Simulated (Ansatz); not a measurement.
Basis sets compared for Cd₉O₈⁺. Total charge 1; doublet. Geometry PBE-D4/def2-SVP. Ansatz on 2 threads of AMD EPYC 7R13 on a shared host and a share (18 GiB) of an NVIDIA H100 80GB HBM3; times are rough, and most runs start from earlier orbitals.

Cartesian coordinates in Å:
```
Cd 0.682 -2.589 3.162
Cd 1.845 -1.399 0.757
Cd 0.522 1.746 2.837
Cd 2.009 0.796 -1.876
Cd -2.956 -1.983 0.388
Cd -0.921 0.314 -2.830
Cd 1.134 -2.262 -1.771
Cd -1.548 -0.543 2.330
Cd -0.925 1.846 -0.573
O -0.930 -1.353 -0.767
O 2.836 0.676 0.247
O -2.741 1.066 0.819
O 1.104 -0.563 -3.169
O -3.508 0.396 0.008
O 2.314 1.932 0.638
O 1.438 2.378 -0.385
O -0.356 -0.455 0.184
```

In the def2 sets Cd takes a core potential; there is no spin–orbit coupling. Single mean-field runs in def2-TZVP are fitted with def2-universal-jkfit. The structure holds 4 bonds between oxygen atoms, so isomers without such links may lie far lower. The structure comes from a short search, and lower isomers may exist.

| level | functions | energy (Eh) | HOMO (eV) | LUMO (eV) | wall time |
| --- | --- | --- | --- | --- | --- |
| PBE-D4/def2-SVP | 391 | -2110.0011 | -8.07 | -7.41 | 16 s |
| PBE0-D4/def2-SVP | 391 | -2109.7947 | -8.81 | -6.60 | 20 s |

Question: Estimate the rows for PBE-D4/def2-TZVP (with forces), PBE0-D4/def2-TZVP.

Answer: 
```tsv
level	functions	energy (Eh)	HOMO (eV)	LUMO (eV)	wall time
PBE-D4/def2-TZVP (with forces)	608	-2111.0854	-8.09	-7.43	15 s
PBE0-D4/def2-TZVP	608	-2110.8665	-8.81	-6.60	14 s
```
